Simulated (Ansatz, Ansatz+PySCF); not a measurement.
```yaml
atoms:
  - { symbol: C, position_ang: [0.0000, 0.0000, -1.5400] }
  - { symbol: C, position_ang: [0.0000, 0.0000, 0.0000] }
  - { symbol: N, position_ang: [0.0000, 0.0000, 1.3035] }
```

Basis set: def2-SVP (spherical functions). Left uncorrelated: 3 orbitals. Correlation on ROHF uses semicanonical orbitals with singles. Charge 0, multiplicity 2.

Computed with Ansatz (development build ahead of 0.2.0); each method stands on the lowest determinant of its kind that the runs found.

Q: Give the atomization energy at this shape (free ground-state atoms in the same class of orbitals less the molecule, no zero-point energy) of doublet C₂N by UHF-CCSDT(Q), ROHF-CCSD(T), UHF-CCSD(T), ROHF-MP2, UHF-MP2, ROHF, UHF.

A:

| method | atomization energy |
| --- | --- |
| UHF-CCSDT(Q) | 259.94 kcal/mol |
| ROHF-CCSD(T) | 257.84 kcal/mol |
| UHF-CCSD(T) | 255.98 kcal/mol |
| ROHF-MP2 | 267.78 kcal/mol |
| UHF-MP2 | 230.06 kcal/mol |
| ROHF | 139.07 kcal/mol |
| UHF | 154.89 kcal/mol |

Caution: the shape is not the minimum. Caution for UHF-CCSDT(Q), UHF-CCSD(T), UHF-MP2, UHF: the unrestricted determinant is a mixture of spin states. Caution for ROHF-CCSD(T), ROHF-MP2, ROHF: an unrestricted determinant lies well below. Caution for UHF-CCSD(T): another reference gives a lower total.
